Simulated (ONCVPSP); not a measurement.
u(r) = r·R(r): atom against pseudo-atom (O (Z = 8))

Columns: radius, all-electron u(r) and pseudo u(r) of the 2p shell (level -43.24 eV) of oxygen in the configuration [He] 2s2 2p2; PBE, scalar-relativistic, ONCV scheme, ONCVPSP 4.0.1.

```
r (bohr)  all-electron  pseudo
   0.100        0.1253  0.0360
   0.200        0.3511  0.1384
   0.300        0.5673  0.2915
   0.400        0.7374  0.4725
   0.500        0.8563  0.6562
   0.600        0.9279  0.8190
   0.700        0.9586  0.9424
   0.800        0.9570  1.0165
   0.900        0.9313  1.0392
   1.000        0.8889  1.0165
   1.100        0.8356  0.9588
   1.200        0.7760  0.8792
   1.300        0.7136  0.7899
   1.400        0.6509  0.7005
   1.500        0.5897  0.6175
   1.600        0.5314  0.5442
   1.700        0.4765  0.4809
   1.800        0.4255  0.4265
   1.900        0.3787  0.3787
   2.000        0.3359  0.3359
   2.100        0.2971  0.2971
   2.200        0.2621  0.2621
   2.300        0.2307  0.2307
   2.400        0.2026  0.2026
   2.500        0.1775  0.1775
   2.600        0.1552  0.1552
```

Problem. How many radial nodes do the two functions have?

Solution. The all-electron 2p function has n − l − 1 = 0; the pseudo-wave has 0.

Problem. At about which radius was the pseudo-wave matched?

Solution. 2.00 bohr, where the columns begin to agree (steps of 0.10 bohr).

Problem. Is the pseudo-wave norm-conserving?

Solution. Yes: the ONCV scheme keeps the norm inside the radius equal to the all-electron one, which fixes the energy derivative of the logarithmic derivative at the level.
